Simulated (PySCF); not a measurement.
Electronic structure of K+ (potassium, charge +1) at the UHF level

Configuration: [Ar], closed-shell 1S. All numbers are calculated (PySCF 2.14, the spin-free X2C one-electron Hamiltonian (Gaussian nucleus), in x2c-TZVPall (6s4p3d, 33 functions)).

| Quantity | Value |
| --- | --- |
| Total energy | -601.301552 hartree |
| One-electron energy | -822.8291 hartree |
| Hartree (Coulomb) energy | 254.3108 hartree |
| Exchange energy | -32.7833 hartree |
| ⟨S²⟩ | 0.0000 |
| ⟨L²⟩ | 0.000 |
| Sum of ⟨r⟩ | 14.15 bohr |
| Sum of ⟨r²⟩ | 19.52 bohr² |
| Langevin diamagnetic susceptibility | -15.5 ×10⁻⁶ cm³/mol |
| Time after the integrals | 0.04 s of wall time on 1 thread of Neoverse-V2 (shared host) |

```tsv
shell	electrons	mean orbital energy (eV)	rms radius, mean of both spins (bohr)
1s	2	-3655.9	0.0937
2s	2	-403.24	0.418
2p	6	-319.53	0.388
3s	2	-53.797	1.37
3p	6	-31.847	1.56
```

Densities and radii are taken from the X2C orbitals without a picture-change correction, which distorts them close to the nucleus.
